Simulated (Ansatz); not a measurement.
Species: sum formula ZnO2H2, charge 0, multiplicity 3. The spin state was set by rule; other spins were not relaxed. 
Structure (B3LYP-D3(BJ)/def2-TZVP (Ansatz, a first-principles code) minimum search):
```
O
H 1 0.9685
Zn 1 1.9921 2 115.46
O 3 1.9921 1 72.00 2 73.83
H 4 0.9685 3 115.46 1 -73.83
```
Charge 0, spin multiplicity 3.

Task: Give the harmonic wavenumbers at B3LYP-D3(BJ)/def2-TZVP (Ansatz, finite differences of forces, unscaled).

Result: 174, 208, 308, 329, 455, 613, 664, 3755, 3766 cm⁻¹. Zero-point energy 14.7 kcal/mol.

Task: From these and the geometry, give the ideal-gas thermochemistry at 298.15 K and 1 atm (rigid rotor, harmonic oscillator).

Result: Point group Cs, rotational symmetry number 1. Rotational constants 10.5, 8.15, 4.697 GHz. S(trans) 39.70, S(rot) 24.20, S(vib) 8.64, S(elec, spin only) 2.18, S 74.7 cal/(mol K). H(298) - H(0) 3.93 kcal/mol; G - E(el) -3.7 kcal/mol.
